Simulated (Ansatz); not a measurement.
`C=C([SiH3])NBF` → `B/C=C\[SiH](N)F`  (isomerisation)

Isolated molecules relaxed with PBE0-D4/def2-TZVP in Ansatz; ΔE leaves out vibrations. CCSD(T)/CBS adds triple-zeta CCSD(T) − MP2 to the extrapolated MP2 energy (def2 sets, frozen cores). One conformer a species, not always the lowest.

| species | HF/CBS(def2) energy (Eh) |
| --- | --- |
| `C=C([SiH3])NBF` | -547.53666 |
| `B/C=C\[SiH](N)F` | -547.53641 |

(1) Work out ΔE.

Largest T1 diagnostic among the species: 0.013.

## Answers

(1) ΔE = (-547.53641) − (-547.53666) = 0.00025 Eh = +0.2 kcal/mol. CCSD(T)/CBS gives +2.1 kcal/mol.

From PBE to PBE0 (25 % exact exchange), in def2-TZVPP and without D4, ΔE moves by −1.7 kcal/mol. In def2-TZVPP, CCSD(T) changes the Hartree–Fock value by +3.0 kcal/mol (the triples alone add +0.8 kcal/mol) and MP2 by +2.1 kcal/mol.
